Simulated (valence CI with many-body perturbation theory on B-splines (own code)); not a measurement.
## Pb⁶⁷⁺: key properties

Calculated by configuration interaction combined with many-body perturbation theory (CI+MBPT): five valence electrons over a frozen Dirac-Fock core [Ne], radial functions for each j: 11 s, 11 p, 10 d, 8 f, 5 g, 2 h, with the one-electron correlation potential Σ1 (screened to all orders), the two-electron term Σ2, the three-electron term Σ3, Breit, model QED; selected single and double excitations, second order for the rest, scaled by the run's own slope (own B-spline code, finite nucleus).

No measured spectrum was set against this ion. As an estimate, large intervals hold to a few tenths of a per cent, small ones and those within an open d or f shell to about a per cent. Among the levels kept, up to 3300 cm⁻¹ of a level comes from second order outside the variational space, and about a tenth of that is noise between levels of different J, which matters for small intervals.

Levels are named by their leading jj configuration (3d3/2^4 stands for four electrons in 3d with j = 3/2), which in mixed levels can hold well under half, so a name can repeat and another be missing.

Rates and lifetimes use the calculated energies. Strong lines usually hold to 10 to 20 %, long lifetimes can be off by a factor of two.

Q: What is the ground level?

A: (3s^2 3p1/2^2 3p3/2) J=3/2, composition 49 % 3s²3p³ ²P° + 27 % 3s²3p³ ²D° + 24 % 3s²3p³ ⁴S°, g = 1.331.

Q: What is the ionisation energy?

A: 7790.3 eV; NIST lists 7790 ± 40 eV (theoretical).

Q: How well does LS coupling describe the low levels?

A: Among the lowest 20 levels the leading LS term, summed over configurations, holds 54 % on average. For single configurations the figures are 52 % in LS and 93 % in jj coupling. Terms mix most in the J = 3/2 level at 831.9 eV, where the leading one holds 31 %.

Q: Name the longest-lived excited levels whose lifetime is computed, and their main decay.

A: (3s^2 3p1/2 3p3/2 3d5/2) J=9/2 at 972.6 eV lives 25.2 ns, mostly by E2 to (3s^2 3p1/2^2 3d5/2) J=5/2; (3s^2 3p1/2 3p3/2^2) J=5/2 at 581.3 eV lives 1.08 ns, mostly by E1 to (3s^2 3p1/2^2 3d3/2) J=3/2; (3s^2 3p1/2 3p3/2^2) J=1/2 at 599.0 eV lives 991 ps, mostly by M1 to (3s^2 3p1/2^2 3p3/2) J=3/2.

Q: Where does the other parity begin?

A: At (3s^2 3p1/2^2 3d3/2) J=3/2, 262.2 eV.

Q: Among levels below 1946.3 eV, which E1 lines absorb most strongly from the ground level?

A: to (3s^2 3p1/2 3p3/2 3d3/2) J=3/2 at 1.392 nm, f = 0.422; to (3s^2 3p1/2 3p3/2 3d3/2) J=5/2 at 1.416 nm, f = 0.322; to (3s^2 3p1/2 3p3/2 3d3/2) J=1/2 at 1.395 nm, f = 0.145.
